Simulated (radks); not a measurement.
The germanium anion Ge4-, [Kr], held by a Watson sphere: a shell of charge +4 at radius R that stands for the Madelung well of a crystal (potential energy -4/R inside, -4/r outside, in hartree with lengths in bohr). Calculated with a radial shooting solver on a logarithmic mesh with Libxc functionals: scalar-relativistic Kohn-Sham, LDA (Slater exchange, Perdew-Wang correlation), spin-polarised, spherical densities, finite nucleus; Fermi nuclear charge, rms radius of each element as measured or else 0.836 A^(1/3) + 0.57 fm. Response by self-consistent Sternheimer equations with the Hartree and adiabatic LDA kernel, the relativistic mass of each level held fixed and spin-orbit coupling left out. The sphere does not respond.

R (bohr)  e(3d) (eV)  e(4s) (eV)  e(4p) (eV)  <r> 4p (bohr)  sum of <r^2> (bohr^2)  X-ray form factor at sin(theta)/lambda = 0.3 1/angstrom  alpha (bohr^3)
2.3          -29.377     -15.439      -7.449          2.583                  67.78                                                   21.736           41.57
2.41         -28.887     -14.973      -7.227          2.642                  70.23                                                   21.749           45.28
3.5          -26.864     -11.599      -5.250          3.253                  98.03                                                   21.965           107.0
3.71         -26.740     -11.173      -4.943          3.373                  104.1                                                   21.993           125.7
3.78         -26.706     -11.045      -4.846          3.414                  106.1                                                   22.000           132.6
4.28         -26.542     -10.293      -4.235          3.706                  121.7                                                   22.034           191.8
4.49         -26.501     -10.055      -4.016          3.830                  128.6                                                   22.040           222.5
